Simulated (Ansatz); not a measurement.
The pair A = CH6Si (SMILES C[SiH3]) (first 8 atoms), B = H2Se (SMILES [SeH2]); geometry from B3LYP-D3(BJ)/def2-TZVP.
(charge 0, multiplicity 1):
```xyz
11

C      0.5727     1.0172    -0.1042
Si    -0.0987    -0.6908     0.2697
H      0.4628     1.6653     0.7665
H      0.0374     1.4709    -0.9403
H      1.6313     0.9699    -0.3662
H      0.6264    -1.3067     1.4088
H      0.0429    -1.5870    -0.9043
H     -1.5374    -0.6267     0.6285
Se    -0.7641     1.2521     3.8234
H      0.0599     0.0388     3.7230
H     -1.8349     0.6233     3.0365
```

Frozen-core correlation. Filled d and f shells under p-block atoms count as core. MP2 and its Hartree–Fock in def2-QZVPPD, def2-TZVPPD are density fitted.

Programs: Ansatz (an electronic-structure program). 

The counterpoise-corrected interaction energy is E(AB) − E(A in the pair's basis) − E(B in the pair's basis). Total energies (hartree):

| level | AB | A in the pair's basis | B in the pair's basis |
|---|---|---|---|
| HF/def2-TZVPPD | -2731.3250096 | -330.3217300 | -2401.0048657 |
| MP2/def2-TZVPPD | -2731.8187898 | -330.6410628 | -2401.1754128 |
| HF/def2-QZVPPD | -2731.3833174 | -330.3328139 | -2401.0520850 |
| MP2/def2-QZVPPD | -2731.9107688 | -330.6718541 | -2401.2362915 |
| MP2/def2-SVPD | -2731.2959430 | -330.4464971 | -2400.8475166 |
| CCSD(T)/def2-SVPD | -2731.3733279 | -330.4975070 | -2400.8740496 |

Q: Work out the counterpoise-corrected interaction energy at the basis-set limit: extrapolate the MP2 correlation part as X⁻³, take Hartree–Fock from the larger set, and add the CCSD(T) − MP2 difference of def2-SVPD.

A: 
1. Differences (1 hartree = 627.509 kcal/mol): HF/def2-TZVPPD 0.995; MP2/def2-TZVPPD -1.452; HF/def2-QZVPPD 0.992; MP2/def2-QZVPPD -1.646; MP2/def2-SVPD -1.211; CCSD(T)/def2-SVPD -1.112.
2. Correlation parts, MP2 less HF: -2.447 in def2-TZVPPD (X = 3), -2.638 in def2-QZVPPD (X = 4).
3. Limit (4³·(-2.638) − 3³·(-2.447))/(4³ − 3³) = -2.778; with HF/def2-QZVPPD it gives -1.785.
4. CCSD(T) less MP2 in def2-SVPD: 0.099.
Result: -1.69 kcal/mol, against -1.45 at MP2/def2-TZVPPD. It is an estimate of this method's limit, not of the exact value.
